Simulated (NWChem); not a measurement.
# BeCl, doublet; SMILES [Be][Cl]

```xyz
2

Be     0.0000     0.0000    -1.4690
Cl     0.0000     0.0000     0.3691
```
Atoms are numbered in this order, from 1.

Results from NWChem. Geometry optimised at PBE0/def2-SVP; all other runs use it. Pople sets run with spherical d functions. Spin-unrestricted. The spin multiplicity was typed, not searched, and may not be the lowest. Vzz has the sign of the potential's second derivative. Excited states of an open shell can be spin-contaminated.

| quantity | level | value |
|---|---|---|
| highest occupied level (eV) | LDA (Slater exchange, PW92)/def2-SVP | -5.17 |
| A(iso) 35Cl atom 2 (MHz) | PBE0/6-31G* | 33.1 |
| Vzz Be1 (a.u.) | UHF/cc-pVTZ | (withheld) |
| vertical, lowest state with f > 0.02 (eV) | PBE/6-31+G*, TDA | (withheld) |
| dipole (D) | PBE0/def2-SVP | (withheld) |
| highest harmonic frequency (cm⁻¹) | PBE0/def2-SVP | 812 |

Task: Complete the blanks.

Result: 
- Vzz Be1 (a.u.), value: -0.172
- vertical, lowest state with f > 0.02 (eV), value: 3.50
- dipole (D), value: 0.89
